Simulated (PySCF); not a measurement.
Compound: C₈H₁₃ (charge +1).
SMILES with atom numbers: `[CH3:1][CH+:2]/[CH:3]=[CH:4]/[CH:5]1[CH2:6][CH2:7][CH2:8]1` (hydrogens: H9, H10, H11 on C1; H12 on C2; H13 on C3; H14 on C4; H15 on C5; H16, H17 on C6; H18, H19 on C7; H20, H21 on C8)

Torsions of this conformer, `[CH3:1][CH+:2]/[CH:3]=[CH:4]/[CH:5]1[CH2:6][CH2:7][CH2:8]1`: C1–C2–C3–C4 178°, C3–C4–C5–C6 162°.

The closed-shell ground state was solved at several levels (PySCF, density fitting, gas phase, non-relativistic). The structure is a single PBE0-D3(BJ)/def2-SVP conformer in the gas phase; no vibrational or solvent corrections.

```tsv
level	basis functions	total energy (Eh)	HOMO (eV)	LUMO (eV)	gap (eV)
PBE0/def2-SVPD	264	-311.7657	-12.66	-8.06	4.60
PBE0/pcSseg-1	201	-311.9282	-12.69	-8.11	4.58
```

(1) Estimate the row for HF/pcSseg-1, a basis of 201 functions; the other rows only guide the guess.

(2) Over all these levels, which gives the widest orbital gap and which the narrowest?

Answers

(1) Total energy -310.1582 Eh, HOMO -15.13 eV, LUMO -4.31 eV, gap 10.82 eV.

(2) HF/pcSseg-1 (Hartree–Fock, all exact exchange) has the widest, 10.82 eV, and PBE0/pcSseg-1 (global hybrid, 25 % exact exchange) the narrowest, 4.58 eV. The two share the basis. From the narrowest to the widest the HOMO moves by -2.44 eV and the LUMO by +3.80 eV. The HOMO need not be the same orbital at Hartree–Fock and at DFT levels.
